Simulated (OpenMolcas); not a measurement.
## Te4+: effect of the active space

* Program: OpenMolcas
* Method: CASSCF or its RAS form
* Basis: ANO-RCC-VQZP
* Scalar Hamiltonian: DKH2, point nucleus
* Spin-orbit coupling: RASSI with atomic mean-field integrals over the reference wave functions, term energies averaged over their components

A. 2 electrons in 4 orbitals (5s 5p); 2S+1 = 3 even, 3 roots; 2S+1 = 1 even, 7 roots; 2S+1 = 3 odd, 3 roots; 2S+1 = 1 odd, 3 roots; cost about 30 core-seconds
B. 2 electrons in 8 orbitals (5s 5p 6s 6p); 2S+1 = 3 even, 3 roots; 2S+1 = 1 even, 7 roots; 2S+1 = 3 odd, 3 roots; 2S+1 = 1 odd, 3 roots; cost of the order of 26 core-seconds
C. 2 electrons in 9 orbitals (RAS2 5s 5p; RAS3 5d, at most 2 electrons); 2S+1 = 3 even, 3 roots; 2S+1 = 1 even, 7 roots; 2S+1 = 3 odd, 3 roots; 2S+1 = 1 odd, 3 roots; cost of the order of 26 core-seconds

Energies in cm-1 above 5s2 1S0, the measured ground level; measured values from Moore, Atomic Energy Levels, vol. III, NSRDS-NBS 35 (1971 reprint of NBS Circular 467, 1958).

| Level | A | B | C | Measured |
| --- | --- | --- | --- | --- |
| 5s2 1S0 | 0.0 | 0.0 | 0.0 | 0.0 |
| 5s 5p 3P* 0 | 70724 | 71512 | 69916 |  |
| 5s 5p 3P* 1 | 73421 | 74204 | 72548 |  |
| 5s 5p 3P* 2 | 79868 | 80656 | 79029 |  |
| 5s 5p 1P* 1 | 119916 | 120505 | 113398 | 111707 |
| 5p2 3P0 | 174814 | 175624 | 173636 | 176248 |
| 5p2 3P1 | 179293 | 180051 | 178241 | 182419 |
| 5p2 3P2 | 183549 | 184289 | 185719 |  |
| 5p2 1D2 | 195848 | 196527 | 175906 | 182797 |

Deviations, from unrounded energies. A percentage is the sum of absolute deviations over the sum of measured energies, with the sign that they share, or ± where signs differ.

```csv
Against measurement,Levels,A,B,C
mean absolute deviation (cm-1),4,6500,6400,3800
other configurations (%),4,±4.0,±3.9,±2.4
```

C lies closest to measurement on these levels and A furthest from it. The largest miss of C in the table is 5p2 1D2, by -6900 cm-1. The ranking rests on the paired levels alone, and a cruder setting can come out closer through cancelling errors.

Among A to C the level of the table that moves most is 5p2 1D2, by 21000 cm-1 (lowest in C, highest in B).

The ¹D term of p² mixes with s d, which this space lacks (holds for A; B). Active for correlation alone: 6p 6s; no level in the range computed is led by a configuration that fills them, so any true level of that kind is missing (holds for B). Active for correlation alone: 5d; no level in the range computed is led by a configuration that fills it, so any true level of that kind is missing (holds for C). Some terms mix strongly with configurations of 5d, whose occupation reaches 0.24 (5p2 1D) (holds for C). Measured partners are found by configuration, term and J. A level has none where our copy of the source lacks it or the pairing is in doubt (some pairs that miss far off the trend of their configuration count as doubtful), and it then counts in no deviation. Only configurations of the active space appear. The table leaves out levels that lie high or whose names do not pair safely across all columns.

* marks odd parity.
